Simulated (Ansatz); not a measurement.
`C[NH][SnH2][F]` + HBr → `[F][SnH2][Br]` + CH₃NH₂ at 500 K and 1 bar (ligand exchange at the Sn–N bond).

Computed with Ansatz on PBE0-D4/def2-TZVP structures; ΔE is electronic, products minus reactants. CBS: MP2 limit from def2 TZ/QZ plus the TZ coupled-cluster correction, frozen cores. Elements past krypton have def2 core potentials. For Br, Sn outer-core shells are correlated without core-valence functions, which leaves a few kJ/mol of doubt a bond. Scalar relativity is left out up to krypton. One conformer a species, not always the lowest.

```csv
species,CCSD(T)/CBS energy (Eh),H − E (kJ/mol),S (J/(mol·K))
`C[NH][SnH2][F]`,-410.19979,227.1,408.8
HBr,-2573.91920,30.5,213.7
`[F][SnH2][Br]`,-2888.40380,74.6,361.2
CH₃NH₂,-95.75281,191.8,270.3
```

H − E and S are ideal-gas, rigid-rotor, harmonic terms from PBE0-D4/def2-TZVP, for one conformer and one mirror image of each species. 1 Eh = 2625.50 kJ/mol, R = 8.31446 J/(mol·K).

**Question.** By hand: ΔE, ΔH, ΔS and ΔG.

**Answer.** ΔE = (-2888.40380) + (-95.75281) − (-410.19979) − (-2573.91920) = -0.03762 Eh = -98.8 kJ/mol. Δ(H − E) = 74.6 + 191.8 − 227.1 − 30.5 = 8.8, so ΔH = -90.0 kJ/mol. ΔS = 361.2 + 270.3 − 408.8 − 213.7 = 9.0 J/(mol·K). ΔG = -90.0 − 500 × (9.0)/1000 = -94.5 kJ/mol.

**Question.** By hand: the equilibrium constant, and the temperature at which ΔG would vanish if ΔH and ΔS stayed fixed.

**Answer.** log₁₀ K = −ΔG/(RT ln 10) = 9.9. ΔH and −TΔS have one sign here, so there is no such temperature.

The number of gas molecules stays the same, so ΔS is small and ΔH decides. A doubt of 5 kJ/mol in ΔE shifts log₁₀ K by 0.5 here. Other conformers and mirror images would add mixing entropy, several J/(mol·K) or more a flexible species. These are equilibria of isolated gas molecules and say nothing of rates. Largest T1 diagnostic: 0.013 (customary marks: 0.02 for closed shells, 0.045 for open ones).

ΔS is within the doubt of such terms, so its sign, and with it that verdict, could turn.
